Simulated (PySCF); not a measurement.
# Substituent chemical shifts

Parent skeleton `[O:1]=[C:2]1[CH2:3][SiH2:4][SiH2:5][SiH2:6]1`; one hydrogen on atom 3 is replaced by X. Hydrogens on one atom are averaged.

PySCF 2.14.0 with density-fitted response routines calculation with GIAO PBE0/pcSseg-1 shieldings and coordinates at the GFN2-xTB level; non-relativistic, a single conformation, gas phase.

Scale: ¹⁷O (σ = 336.08 ppm) vs H2O; ¹³C (σ = 186.93 ppm), ²⁹Si (σ = 349.16 ppm), ¹H (σ = 31.72 ppm) against TMS (reference shieldings calculated alike).

Parent (X = H): O1 871.0, C2 245.6, C3 37.0, Si4 -84.2, Si5 -130.7, Si6 -101.3, H(C3) 2.33, H(Si4) 4.02, H(Si5) 3.66 ppm. Effects are Δδ = δ(X) − δ(H), positive for deshielding.

Q: Order these by the shift of C2, most shielded first.
A. X = CHO
B. X = cPr
C. X = CHF2

A: A (-3.3 ppm), C (-0.6 ppm), B (+5.0 ppm).

Q: Order these by the shift of O1, most shielded first.
A. X = CHO
B. X = cPr
C. X = CHF2

A: C (-44.1 ppm), A (-14.8 ppm), B (-2.0 ppm).

Unscaled 17O shifts of doubly bonded oxygen tend to come out too high, by tens of ppm or more. Experimental scales use liquid or dissolved standards, which lie at an offset from isolated H2O (liquid H2O: subtract about 36 ppm).
